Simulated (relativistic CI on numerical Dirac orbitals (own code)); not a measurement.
Electric-dipole lines of Mo⁺

Calculated at this level of theory: Dirac-Coulomb-Breit CI, separate exchange-only KLI orbitals for each configuration, model QED (radiative potential, 1s self-energy scaled to tabulated hydrogen-like ionisation energies), valence Slater integrals scaled by 0.85, P86 correlation energy added to each configuration (own radial code, finite nucleus).

Configuration list (outside the closed core [Kr]): 4d⁵, 4d⁴5s, 4d⁴5p, 4d³5s², 4d⁴4f, 4d³5s5p, 4d⁴6s, 4d⁴5d, 4d⁴6p, 4d⁴7s, 4d⁴6d, 4d⁴7p, 4d⁴5f, 4d⁴5g, 4d⁴7d, 4d³5s6s, 4d³4f², 4d³5p², 4d⁴6f, 4d³4f5s. Levels of other configurations are missing.

```tsv
λ vac (Å)	Lower	Upper	A (s⁻¹)	log gf	S velocity/length
1496.0	4d⁴5s ⁶D5/2 [4]	4d⁴5p ⁴D°5/2 [297]	6.52e+05	-2.88	0.53
1505.9	4d⁴5s ⁶D7/2 [5]	4d⁴5p ⁴D°7/2 [298]	1.60e+06	-2.36	0.53
2038.6	4d⁴5s ⁶D7/2 [5]	4d⁴5p ⁴G°9/2 [164]	2.10e+05	-2.88	0.75
2052.0	4d⁴5s ⁶D9/2 [6]	4d⁴5p ⁴G°11/2 [170]	5.35e+05	-2.39	0.73
2109.0	4d⁵ ⁴G11/2 [10]	4d⁴5p ⁴G°11/2 [170]	1.99e+08	0.20	0.88
2117.3	4d⁵ ⁴G9/2 [9]	4d⁴5p ⁴G°9/2 [164]	1.95e+08	0.12	0.88
```

Terms are leading LS components. Brackets give the number of a level in order of energy, since labels repeat. The list gives strong lines, with weight on those to low levels, among the lowest 400 of 5141 levels, so that lines to higher ones, which can be the strongest, are missing, and without lines across small gaps between configurations, and without 394 lines that miss the measured interval by over 3.5 %, start from a term whose rates miss tabulated ones by over 60 %, have gauges far apart or, lacking measured levels, span too small a gap for the errors found; lines with a level outside our table were not tested and can miss by more. Levels whose partners in the same complex of configurations lie outside the list can be far off, and so can their lines. Rates are taken at the computed energies, electric ones in the length gauge. A velocity-to-length ratio far from 1 marks an uncertain rate.

For a near-neutral ion this model can misplace configurations by up to about 10,000 cm⁻¹ (more where the count of f electrons changes) and terms by 10 to 25 % of their spread. Rates follow the energies as ν³ (E1, M1) or ν⁵ (E2), so they and the lifetimes can be off by large factors. The fine structure of a lone outer electron comes out too small, for d and f at times inverted, and misplaced configurations move strength between like terms. 22 of the 26 excited levels that our extract of the measured tables holds in this range could be paired (the sources list more); they are missed by 1098 cm⁻¹ on average and 2314 at most, and levels without a partner can miss by more. Some levels of the ground configuration have no partner and can miss by 10 % or more.

LS names give the leading component of a level, which can be under half, so a name can repeat, a term be missing and a line seem to break the LS rules.
